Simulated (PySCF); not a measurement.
A structure optimised at PBE-D3(BJ)/def2-SVP, used in a PySCF frequency run:

```
C
C 1 1.3507
H 2 1.1055 1 122.49
H 2 1.1060 3 116.00 1 178.72
Si 1 1.8943 2 127.76 3 171.32
H 5 1.5066 1 112.16 2 104.38
Si 1 1.9085 2 129.42 3 10.03
H 7 1.5059 1 114.42 2 20.25
H 7 1.5073 8 109.19 1 127.10
Cl 5 2.0932 6 107.14 1 125.27
Si 5 2.3645 6 112.48 1 -97.07
H 11 1.5034 5 120.66 6 -24.15
H 11 1.5051 12 110.93 5 133.87
```

Problem. Write its SMILES and formula.

Solution. C=C1[SiH2][SiH2][Si@H]1Cl, C₂H₇ClSi₃

Problem. What are its rotational constants (standard atomic weights)?

Solution. 2.1889, 1.0963, 0.79248 GHz
